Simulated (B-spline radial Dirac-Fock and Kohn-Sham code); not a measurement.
# Photoelectron lines of Ga⁵⁺ at 365 eV

System: gallium as Ga⁵⁺, [Ar] 3d8.

Input of the calculation (task.json; shells as n, l, electrons):

```json
{"items": [{
  "Z": 31,
  "q": 5,
  "cfg": [[1, 0, 2], [2, 0, 2], [2, 1, 6], [3, 0, 2], [3, 1, 6], [3, 2, 8]],
  "A": 69,
  "rrms": 3.9973,
  "do": ["binding", "quiet", "photo", "scan"],
  "hv": [27.2, 48.9, 68.0, 168.0, 228.0, 335.0, 365.0, 379.0, 770.0, 1630.0, 1950.0, 3060.0, 5680.0, 5710.0, 10300.0, 25600.0, 36900.0, 41700.0, 56900.0, 67500.0, 82800.0, 93100.0, 117000.0, 136000.0]
}]}
```

Run with: `python xray_run.py task.json out`

Model: the independent-particle Dirac-Slater model, thresholds from Dirac-Fock. Program: a radial finite-basis atomic code. The asymmetry parameter β is from the dipole term alone. Kinetic energies are from the vacuum level. Open shells are spread statistically over j, without multiplet splitting.

```tsv
subshell	electrons	binding (eV)	kinetic (eV)	σ (kb)	β
M1 (3s)	2	259.5	105.5	160	2.00
M2 (3p1/2)	2	205.4	159.6	202	1.41
M3 (3p3/2)	4	201.6	163.4	415	1.42
M4 (3d3/2)	3.2	113.3	251.7	395	1.17
M5 (3d5/2)	4.8	112.7	252.3	584	1.18
```

Branching ratios of the spin-orbit partners (statistical value in brackets): 3p 2.05 (2.00), 3d 1.48 (1.50).

Run: 3.2 s of CPU time on 1 thread of Neoverse-V1 (shared host), peak memory 0.48 GiB.
